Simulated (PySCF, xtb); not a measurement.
C3H6O2Si, SMILES C=COC(=O)[SiH3].

GFN2-xTB in xtb 6.7.1 at its own geometry gives an orbital gap of 3.20 eV and a dipole moment of 2.06 D.

Geometry: PBE0-D3(BJ)/def2-SVP. The values are those of a single conformer.

### Question
What does PySCF with PBE/def2-TZVP give? (Estimate from the structure and the level; the computed values follow.)

### Answer
gap 4.18 eV (levels -6.37 and -2.19 eV), dipole 1.57 D.
